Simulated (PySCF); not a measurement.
**Two-component Hartree-Fock for Cr¹¹⁺ (chromium, charge +11)**

Start: [Ne] 3s2 3p1; 3p3/2 filled at m_j = +3/2. Calculated with PySCF 2.14 in an even-tempered Gaussian basis (19 s from 0.76 bohr⁻², ratio 2.4; 13 p from 0.98 bohr⁻², ratio 2.4; 5 d from 4.2 bohr⁻², ratio 2.6; 4 f from 6.3 bohr⁻², ratio 2.6): generalised Hartree-Fock with the X2C-1e Hamiltonian and a Gaussian nucleus; one run each with spin-orbit coupling (SO) screened by Boettger's factors, then bare. This is a chosen level, not necessarily the ground level.

```csv
spinor shell,electrons,"ε, screened SO (eV)","ε, bare SO (eV)",weight of nominal j (bare SO),"rms radius, bare SO (bohr)"
1s1/2,2,-6345.9,-6345.9,1.000,0.0734
2s1/2,2,-1014.4,-1014.4,1.000,0.313
2p1/2,2,-901.80,-902.36,0.997,0.282
2p3/2,4,-893.46,-893.19,0.998,0.284
3s1/2,2,-324.18,-324.18,1.000,0.830
3p3/2,1,-295.86,-295.81,1.000,0.838
```

```
   quantity  screened SO      bare SO
E (hartree)  -1001.22430  -1001.22465
        M_J          3/2          3/2
       ⟨J²⟩        3.753        3.753
       ⟨L²⟩        2.003        2.003
       ⟨S²⟩        0.751        0.751
```

Each row is a mean over spinors that exchange with the open shell spreads, by up to 7.042 eV (3s1/2).
